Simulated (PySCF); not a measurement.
Compound: C9H8ClN.
Atom-mapped SMILES: `[CH2:1]=[CH:2][c:3]1[cH:4][cH:5][c:6]([Cl:7])[cH:8][c:9]1[N:10]=[CH2:11]` (hydrogens: H12, H13 on C1; H14 on C2; H15 on C4; H16 on C5; H17 on C8; H18, H19 on C11)

Method: PBE0-D3(BJ)/def2-SVP geometry optimisation, gas phase in PySCF 2.14.0; density fitting, grid level 1; the optimiser is geomeTRIC in internal coordinates, started from a GFN2-xTB structure with every atom displaced at random (about 0.01 Å).

Step 0: E = -23446.1238 eV
```
atom  x, y, z in Å  |  force x, y, z in eV/Å
C1      1.4885    0.2385    0.1588   -3.064   2.464  -0.190
C2      0.2378   -0.1122    0.5054    0.338   0.265  -0.144
C3     -0.9677    0.7284    0.4780    1.971   0.303   0.161
C4     -0.8618    2.1238    0.4523   -3.350  -0.768  -0.126
C5     -2.0446    2.8857    0.4357    1.277   0.718   0.109
C6     -3.2820    2.2698    0.4568    0.198   0.001  -0.143
Cl7    -4.7134    3.2143    0.4542   -0.358   0.212   0.004
C8     -3.3582    0.8921    0.4691   -1.100  -0.139   0.152
C9     -2.2156    0.1174    0.5113   -0.366  -0.517  -0.329
N10    -2.2882   -1.2644    0.6166    0.308  -0.107   0.410
C11    -3.0491   -1.9900   -0.0759    0.067   0.252  -0.134
H12     1.6982    1.2515   -0.2086    0.049  -0.124  -0.013
H13     2.2700   -0.4080    0.2032    2.573  -2.235   0.241
H14     0.0438   -1.1209    0.8403   -0.013  -0.545   0.124
H15     0.0605    2.6031    0.4641    1.897   0.897   0.015
H16    -1.9822    3.9833    0.4447   -0.066  -0.253  -0.027
H17    -4.3371    0.4156    0.5047   -0.074  -0.064   0.005
H18    -3.6729   -1.6230   -0.9024   -0.207   0.179  -0.166
H19    -3.0687   -3.0541    0.1305   -0.081  -0.539   0.048
```

Step 1: E = -23446.3832 eV
```
atom  x, y, z in Å  |  force x, y, z in eV/Å
C1      1.4812    0.2641    0.1306    0.957  -0.764   0.091
C2      0.2733   -0.1096    0.5585   -0.192  -0.009  -0.014
C3     -0.9333    0.7185    0.5303   -0.409  -0.109  -0.020
C4     -0.9043    2.1145    0.4742    0.808   0.432   0.085
C5     -2.0494    2.8953    0.4338   -0.268  -0.166  -0.093
C6     -3.2917    2.2567    0.4357   -0.100   0.191   0.039
Cl7    -4.7541    3.2052    0.4001    0.232  -0.147  -0.001
C8     -3.3772    0.8711    0.4884    0.029  -0.022   0.003
C9     -2.2095    0.0974    0.5334    0.153   0.020   0.047
N10    -2.2665   -1.2947    0.6290   -0.022   0.015  -0.069
C11    -3.0625   -1.9625   -0.0932   -0.038  -0.068   0.005
H12     1.6919    1.2406   -0.3051   -0.040   0.143  -0.049
H13     2.3454   -0.4459    0.1918   -0.674   0.581  -0.035
H14     0.1155   -1.1283    0.9298    0.028   0.048   0.002
H15     0.0804    2.6227    0.5022   -0.471  -0.235  -0.043
H16    -1.9978    3.9817    0.4028    0.032   0.085   0.027
H17    -4.3523    0.3869    0.5230   -0.058  -0.020   0.010
H18    -3.7168   -1.5096   -0.8648    0.047  -0.016   0.029
H19    -3.1152   -3.0533    0.0383   -0.014   0.043  -0.015
```

Step 2: E = -23446.4004 eV
```
atom  x, y, z in Å  |  force x, y, z in eV/Å
C1      1.4997    0.2593    0.1469    0.058   0.021   0.005
C2      0.2723   -0.0954    0.5465   -0.042  -0.314   0.080
C3     -0.9443    0.7210    0.5117    0.253   0.058  -0.069
C4     -0.8857    2.1197    0.4534   -0.229  -0.058   0.024
C5     -2.0472    2.8806    0.4206    0.050   0.207  -0.021
C6     -3.2899    2.2482    0.4483   -0.059   0.070   0.003
Cl7    -4.7365    3.2061    0.4326    0.047  -0.040   0.001
C8     -3.3868    0.8634    0.5018    0.069   0.024  -0.001
C9     -2.2158    0.0951    0.5265    0.108  -0.069  -0.003
N10    -2.2691   -1.2982    0.6127    0.009  -0.009   0.022
C11    -3.0714   -1.9662   -0.1026    0.018   0.064  -0.009
H12     1.6945    1.2418   -0.2933    0.079  -0.006  -0.018
H13     2.3532   -0.4283    0.2372   -0.230   0.156  -0.013
H14     0.1121   -1.1072    0.9313    0.008  -0.045   0.011
H15     0.0879    2.6213    0.4651   -0.124  -0.067  -0.014
H16    -1.9998    3.9699    0.3925   -0.014   0.018   0.006
H17    -4.3643    0.3815    0.5527    0.011   0.008   0.001
H18    -3.7205   -1.5062   -0.8720   -0.023  -0.022  -0.003
H19    -3.1313   -3.0555    0.0268    0.011   0.006   0.000
```

Step 3: E = -23446.4027 eV
```
atom  x, y, z in Å  |  force x, y, z in eV/Å
C1      1.4914    0.2634    0.1585   -0.270   0.176  -0.009
C2      0.2681   -0.1206    0.5487    0.166   0.245  -0.051
C3     -0.9367    0.7143    0.5012   -0.014  -0.027   0.021
C4     -0.8973    2.1164    0.4410   -0.098  -0.101  -0.025
C5     -2.0467    2.8986    0.4094    0.127  -0.151   0.041
C6     -3.2819    2.2557    0.4532   -0.047  -0.020  -0.019
Cl7    -4.7331    3.1963    0.4506   -0.092   0.037   0.005
C8     -3.3663    0.8691    0.5075   -0.135  -0.086  -0.006
C9     -2.2035    0.0878    0.5210   -0.069   0.096  -0.007
N10    -2.2630   -1.3052    0.6021   -0.020   0.040   0.023
C11    -3.0747   -1.9667   -0.1085    0.024   0.020   0.005
H12     1.6828    1.2505   -0.2797   -0.015  -0.090   0.041
H13     2.3422   -0.4013    0.2571    0.236  -0.193   0.010
H14     0.1122   -1.1326    0.9353   -0.017   0.012  -0.017
H15     0.0688    2.6117    0.4421    0.218   0.100   0.007
H16    -1.9942    3.9895    0.3835    0.007  -0.075  -0.007
H17    -4.3447    0.3887    0.5680    0.011   0.021  -0.005
H18    -3.7325   -1.5089   -0.8707   -0.019   0.025  -0.008
H19    -3.1339   -3.0556    0.0184    0.005  -0.028   0.003
```

Question: Estimate the geometry and energy of step 4. (The exact step hangs on the optimiser's Hessian estimate; all steps are aligned on step 3, rigid shifts and turns removed.)

Answer: E = -23446.4091 eV, largest force 0.119 eV/Å
```
atom  x, y, z in Å  |  force x, y, z in eV/Å
C1      1.4979    0.2588    0.1582   -0.090   0.077  -0.001
C2      0.2713   -0.1126    0.5457    0.051   0.097   0.002
C3     -0.9359    0.7185    0.5000   -0.010  -0.027   0.002
C4     -0.8957    2.1183    0.4400   -0.059  -0.042  -0.026
C5     -2.0505    2.8910    0.4101    0.029  -0.008   0.034
C6     -3.2898    2.2529    0.4539   -0.006  -0.026  -0.018
Cl7    -4.7441    3.1922    0.4523   -0.013   0.027   0.003
C8     -3.3747    0.8666    0.5081   -0.012  -0.020  -0.006
C9     -2.2054    0.0943    0.5209   -0.031   0.011   0.006
N10    -2.2614   -1.2982    0.6024   -0.016  -0.004   0.013
C11    -3.0729   -1.9600   -0.1079    0.011  -0.011  -0.003
H12     1.7042    1.2405   -0.2810   -0.015  -0.028   0.018
H13     2.3444   -0.4190    0.2609    0.085  -0.077  -0.003
H14     0.1111   -1.1240    0.9325   -0.010   0.000  -0.013
H15     0.0723    2.6185    0.4403    0.079   0.042   0.003
H16    -1.9998    3.9808    0.3842    0.002  -0.020  -0.008
H17    -4.3511    0.3832    0.5690    0.011   0.007  -0.002
H18    -3.7330   -1.5014   -0.8684   -0.008   0.014   0.001
H19    -3.1299   -3.0496    0.0176    0.002  -0.011  -0.001
```

The energy changes by -0.0064 eV. The first-order estimate −F·Δx gives -0.0107 eV and the mean of the old and new forces, exact on a quadratic surface, -0.0064 eV. The step makes an angle of 70° with the force vector and moves no atom by more than 0.024 Å.

The cost below is that of the whole optimisation. The run took 7.2 min of wall time on an AMD EPYC with one thread, no GPU, shared host, and the process peaked at 0.91 GiB of memory.
